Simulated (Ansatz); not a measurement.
Cost and result for the atomization energy of GeH8O2Si2 (`[SiH3][O][GeH2][O][SiH3]`) (13 atoms, 12 bonds).

```xyz
13

Si   -2.293   -0.190    0.417
O    -1.072    0.892    0.580
Ge    0.231    1.458   -0.466
O     1.229    0.066   -0.886
Si    2.101   -1.025   -0.028
H    -2.823   -0.174   -0.975
H    -3.374    0.187    1.360
H    -1.821   -1.564    0.730
H     1.043    2.452    0.368
H    -0.346    1.980   -1.785
H     1.232   -2.129    0.456
H     2.742   -0.374    1.148
H     3.151   -1.579   -0.918
```

Charge 0, multiplicity 1. Correlated methods include outer-core shells of Ge, which these sets cover unevenly. Scalar relativity is left out up to krypton. Geometry: relaxed with PBE0-D4/def2-TZVP. It is one conformer, not always the lowest. Program: Ansatz. All runs use 2 threads of an AMD EPYC 7R13 on a shared host and a share of an NVIDIA H100 80 GB. Times are those of one run each, without the atoms' runs, and a repeat can differ threefold. Electronic energies, without spin–orbit coupling; frozen cores. CCSD(T)/CBS adds CCSD(T) − MP2 in def2-TZVPP to the MP2 limit, and its time is that of the two runs behind it. T1 = 0.012. With those shells the extrapolation isn't a true limit. B3LYP takes the VWN-RPA correlation (the form of Gaussian; ORCA's B3LYP/G).

CCSD(T)/CBS is a level of theory with its own doubt, some kJ/mol a heavy atom from the limit and from the frozen cores, so smaller differences don't rank the functionals.

```
                             level  functions  wall time
                 B2PLYP/def2-TZVPP        306      3.5 s
   PBE-D4/def2-TZVPP (with forces)        306      3.6 s
                PBE0-D4/def2-TZVPP        306      3.7 s
r2SCAN-D4/def2-TZVPP (with forces)        306      4.1 s
 B3LYP-D4/def2-TZVPP (with forces)        306      5.5 s
                ωB97X-V/def2-TZVPP        306      5.5 s
  ωB97M-V/def2-TZVPP (with forces)        306        6 s
                    MP2/def2-QZVPP        583       10 s
                CCSD(T)/def2-TZVPP        306       11 s
                 CCSD(T)/CBS(def2)          –       21 s
```

(1) What atomization energy does each give, and how far from CCSD(T)/CBS? (Best estimate.)

Results:

(1) The calculation gave: 
```
                             level  atomization (kJ/mol)  difference from CCSD(T)/CBS  per bond
                 B2PLYP/def2-TZVPP                4191.2                        -83.0      -6.9
   PBE-D4/def2-TZVPP (with forces)                4193.7                        -80.5      -6.7
                PBE0-D4/def2-TZVPP                4154.8                       -119.4     -10.0
r2SCAN-D4/def2-TZVPP (with forces)                4237.8                        -36.4      -3.0
 B3LYP-D4/def2-TZVPP (with forces)                4223.9                        -50.3      -4.2
                ωB97X-V/def2-TZVPP                4278.7                          4.5       0.4
  ωB97M-V/def2-TZVPP (with forces)                4240.2                        -34.0      -2.8
                    MP2/def2-QZVPP                4262.6                        -11.6      -1.0
                CCSD(T)/def2-TZVPP                4167.1                       -107.1      -8.9
                 CCSD(T)/CBS(def2)                4274.2                          0.0       0.0
```

From PBE to PBE0 (25 % exact exchange), in def2-TZVPP and without D4, the atomization energy moves by −34.7 kJ/mol: exact exchange takes away binding that semilocal exchange gives to molecules. In def2-TZVPP, CCSD(T) changes the Hartree–Fock value by +1021.9 kJ/mol (the triples alone add +47.7 kJ/mol) and MP2 by +1052.1 kJ/mol; breaking electron pairs costs correlation energy, which Hartree–Fock lacks. The D4 term adds +49.8 kJ/mol with B3LYP and +26.7 kJ/mol with PBE0; it sums over pairs of atoms, weighted by their polarisabilities, and B3LYP, whose exchange is more repulsive, gets the larger term.
